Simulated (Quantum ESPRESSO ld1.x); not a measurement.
Values are calculated unless marked as measured or tabulated.
All-electron atom: the ytterbium ion Yb3+ in [Xe] 4f12.75 5d0.25 (fractional occupations, a model configuration).

Code: ld1.x of Quantum ESPRESSO 7.5. Model: scalar-relativistic Kohn-Sham, LDA (Slater exchange, VWN5 correlation), spin-polarised, spherical densities, point nucleus; open shells are filled with parallel spins first.

Energy parts (eV):
total: -382304.0
kinetic: 416586.1
electron-nucleus: -939002.1
Hartree: 147812.6
exchange-correlation: -7700.6

Orbitals (lengths in bohr, moments of r in powers of bohr; r(max) is where P^2 peaks; r(90%) holds 90 % of the orbital's charge):
orbital  occ.  eigenvalue (eV)       <r^4>  r(90%)   r(max)
1s down     1         -61227.4   7.568e-07  0.0357  0.01238
1s up       1         -61227.4   7.568e-07  0.0357  0.01238
2s up       1         -10404.6   0.0001163   0.129  0.07063
2s down     1         -10404.6   0.0001163   0.129  0.07063
2p up       3         -9177.50  0.00008928   0.121  0.05757
2p down     3         -9177.47  0.00008928   0.121  0.05757
3s up       1         -2373.59    0.004359   0.318   0.1996
3s down     1         -2372.98    0.004357   0.318   0.1996
3p up       3         -2003.77    0.004625   0.324   0.1967
3p down     3         -2003.15    0.004622   0.324   0.1967
3d up       5         -1552.63    0.003604   0.305   0.1602
3d down     5         -1552.15    0.003601   0.305   0.1602
4s up       1         -496.116      0.1050   0.701   0.4550
4s down     1         -494.927      0.1051   0.701   0.4550
4p up       3         -374.505      0.1394   0.753   0.4761
4p down     3         -373.342      0.1396   0.754   0.4761
4d up       5         -214.423      0.2136   0.839   0.4904
4d down     5         -213.292      0.2142   0.840   0.4904
5s up       1         -87.4776       3.629    1.70    1.058
5s down     1         -86.8701       3.654    1.70    1.059
5p up       3         -58.5278       7.154    2.02    1.205
5p down     3         -58.0197       7.217    2.02    1.207
4f up       7         -38.6912       1.227    1.23   0.4784
4f down  5.75         -37.6576       1.274    1.24   0.4788
5d up    0.25         -25.9906       36.14    3.05    1.655
5d down     0         -25.6295       36.84    3.06    1.661
6s up       0         -24.7305       115.9    4.04    2.609
6s down     0         -24.4425       118.1    4.06    2.616
6p up       0         -18.2928       245.3    4.88    3.142
6p down     0         -18.0642       252.5    4.92    3.158
6d up       0         -10.7767        1114    7.14    4.668
6d down     0         -10.6756        1153    7.20    4.713
5f up       0          -9.0998       979.5    6.99    4.047
5f down     0          -8.9777        1042    7.10    4.128

The highest occupied level is 5d up at -25.991 eV. Summed over all electrons, <r^2> = 32.91 bohr^2, which gives a Langevin (diamagnetic) susceptibility term of -26.1 x 10^-6 cm^3/mol.
